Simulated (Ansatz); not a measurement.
Geometry optimisation, RKS PBE-D4/def2-SVP (Ansatz 0.2.0).

input.yaml

```yaml
crystal:
  periodic: [false, false, false]
  atoms:
    - { symbol: F, position_ang: [-1.6665, 0.8698, 1.034] }
    - { symbol: B, position_ang: [-0.4425, 0.3196, 1.356] }
    - { symbol: Cl, position_ang: [-0.2276, -0.4415, 3.001] }
    - { symbol: "N", position_ang: [0.8092, 0.4385, 0.3905] }
    - { symbol: Ge, position_ang: [0.2727, -0.4953, -1.1818] }
    - { symbol: H, position_ang: [0.8381, 1.452, 0.1409] }
    - { symbol: H, position_ang: [-0.04191, -1.95121, -0.85226] }
    - { symbol: H, position_ang: [1.37174, -0.38133, -2.23053] }
    - { symbol: H, position_ang: [-0.97214, 0.21698, -1.66845] }
basis:
  gaussian: { orbitals: def2-SVP }
hamiltonian:
  xc: pbe
  dispersion: d4
relax:
  f_tol: 0.015
  max_steps: 40
output:
  orbitals: {}
```

Command:

```bash
$ ansatz run input.yaml --threads 2 --pin off --max-ram 3072MiB --backend cpu --events-out ev --progress --plain --runs-dir out
```

Where does it end, and by what steps?

The forces met the threshold. After 23 steps the energy has fallen by 1.292 eV; F1 moved furthest, 1.86 Å.

```
step  energy less start (eV)  largest force component (eV/Å)  accepted
   0                  0.0000                           2.681       yes
   1                 -0.2702                           1.629       yes
   2                 -0.4473                           1.136       yes
   3                 -0.5888                           0.842       yes
   4                 -0.6855                           0.895       yes
   5                 -0.8061                           0.855       yes
   6                 -0.9271                           0.709       yes
   7                 -1.0488                           0.495       yes
   8                 -1.1390                           0.388       yes
   9                 -1.1913                           0.759       yes
  10                 -1.1801                           1.067        no
  11                 -1.2268                           0.193       yes
  12                 -1.2411                           0.067       yes
  13                 -1.2477                           0.101       yes
  14                 -1.2532                           0.081       yes
  15                 -1.2573                           0.281       yes
  16                 -1.2650                           0.181       yes
  17                 -1.2764                           0.113       yes
  18                 -1.2782                           0.314       yes
  19                 -1.2867                           0.163       yes
  20                 -1.2910                           0.140       yes
  21                 -1.2919                           0.016       yes
  22                 -1.2920                           0.046       yes
  23                 -1.2921                           0.013       yes
```

```xyz
9
Properties=species:S:1:pos:R:3
F -0.494 1.561 2.304
B -0.490 0.580 1.392
Cl -1.438 -0.893 1.745
N 0.231 0.681 0.191
Ge 0.313 -0.626 -1.151
H 0.760 1.543 0.032
H 0.922 -1.925 -0.573
H 1.239 -0.016 -2.234
H -1.105 -0.878 -1.716
```

The run took 65 s on 2 threads of Arm Neoverse V1, on a shared host, peak memory 0.18 GiB.
